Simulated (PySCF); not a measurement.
# Broadened absorption spectrum of C3H6O2Si

Species: C₃H₆O₂Si.
Z-matrix (Å and degrees, GFN2-xTB geometry), rows numbered from 1:
```
O 
C   1  1.1982
C   2  1.4962  1  125.39
C   3  1.5442  2  109.64  1    92.84
Si  4  1.9111  3   83.61  2   117.02
O   3  1.4275  2  111.68  1  -157.07
H   2  1.1075  1  122.21  3   176.43
H   3  1.0919  2  111.08  1   -33.96
H   4  1.0865  3  112.95  2    -0.30
H   4  1.0843  3  113.03  2  -124.24
H   5  1.4553  4  116.11  3   109.91
H   5  1.4560  4  115.99  3  -109.24
```

Method used: TDDFT CAM-B3LYP/def2-SVPD, vertical, gas phase, core orbitals frozen in the response (PySCF 2.14.0, density-fitted response routines).

Broadening: Gaussians 0.3 eV wide at half height, area fixed by f = 4.319×10⁻⁹ ∫ε dν̃. The width is an assumption, not a result. The curve ends short of the highest state used, and states not computed would add to its high-energy end.

```csv
E (eV),ε (L mol⁻¹ cm⁻¹)
3.74,0
3.82,0
3.90,1
3.97,4
4.05,10
4.13,17
4.20,20
4.28,16
4.36,8
4.43,4
4.51,1
4.59,0
4.66,0
4.74,0
4.82,0
4.89,0
4.97,0
5.05,0
5.12,0
5.20,0
5.27,0
5.35,0
5.43,0
5.50,0
5.58,0
5.66,0
5.73,0
5.81,0
5.89,0
5.96,0
6.04,3
6.12,18
6.19,59
6.27,171
6.35,420
6.42,936
6.50,2319
6.58,4688
6.65,6629
6.73,6956
6.81,5043
6.88,2926
6.96,1378
7.04,843
```

Task: Where are the band maxima, and which computed states make them?

Result: 296 nm (4.19 eV), ε about 20, made up of S1 (100%); 185 nm (6.70 eV), ε about 7100, made up of S3 (99%) (ε in L mol⁻¹ cm⁻¹; maxima over ε = 5, shares over 10%). The states used: S1 4.19 eV (f 0.0002); S2 6.42 eV (f 0.0034); S3 6.70 eV (f 0.079); S4 6.99 eV (f 0.0048); S5 7.24 eV (f 0.0093); S6 7.40 eV (f 0.0029); S7 7.56 eV (f 0.040); S8 7.64 eV (f 0.0080).

Task: Does any computed singlet lie in the visible range?

Result: No computed singlet lies in the visible range (380 to 750 nm); the lowest, at 296 nm, stands 0.93 eV above its violet end (3.26 eV).

Task: Coming from long wavelengths, where does ε first pass 100 L mol⁻¹ cm⁻¹?

Result: At about 199 nm (6.23 eV), 2.03 eV above S1.

Task: On this curve, what absorbance would a 10⁻⁵ mol/L sample give at 193 nm over a 1 cm path?

Result: 193 nm is 6.424 eV, where ε is about 980 L mol⁻¹ cm⁻¹, so A = ε c l ≈ 0.0098 (Beer–Lambert, with the gas-phase spectrum and the assumed width).

One conformer stands for the species.
